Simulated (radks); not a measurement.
Initial-state core-level shifts of neutral titanium when its valence configuration changes from [Ar] 3d2 4s2. Method: Dirac Kohn-Sham, PBE, spin-unpolarised, spherical densities, finite nucleus; open shells fill j = l - 1/2 first; Fermi nuclear charge, rms radius 3.5921 fm; computed with a radial shooting solver on a logarithmic mesh with Libxc functionals. Shifts are changes of the shell-averaged eigenvalues in eV (positive: less bound); the change of the density at the nucleus, which sets a Mossbauer isomer shift, is in e/bohr^3, on a base of 8499.

[
 {"valence": "3d4", "2s": "+5.457", "2p": "+5.369", "3s": "+4.851", "3p": "+4.609", "density at nucleus": "-7.6959"},
 {"valence": "3d1 4s2 4p1", "2s": "-7.393", "2p": "-7.313", "3s": "-6.328", "3p": "-6.072", "density at nucleus": "+3.3747"},
 {"valence": "3d2.5 4s1.5", "2s": "+2.184", "2p": "+2.154", "3s": "+1.902", "3p": "+1.813", "density at nucleus": "-2.5318"},
 {"valence": "3d2 4s1 4p1", "2s": "-1.281", "2p": "-1.284", "3s": "-1.320", "3p": "-1.318", "density at nucleus": "-3.1321"},
 {"valence": "3d1.5 4s2 4p0.5", "2s": "-3.446", "2p": "-3.410", "3s": "-3.016", "3p": "-2.900", "density at nucleus": "+1.5419"},
 {"valence": "3d3 4s1", "2s": "+3.772", "2p": "+3.718", "3s": "+3.322", "3p": "+3.166", "density at nucleus": "-4.5577"},
 {"valence": "3d2.5 4s1 4p0.5", "2s": "+1.581", "2p": "+1.548", "3s": "+1.264", "3p": "+1.171", "density at nucleus": "-3.9767"},
 {"valence": "3d3 4p1", "2s": "+2.753", "2p": "+2.691", "3s": "+2.211", "3p": "+2.039", "density at nucleus": "-7.4802"},
 {"valence": "3d2.5 4s0.5 4p1", "2s": "+1.007", "2p": "+0.971", "3s": "+0.657", "3p": "+0.561", "density at nucleus": "-5.5288"}
]
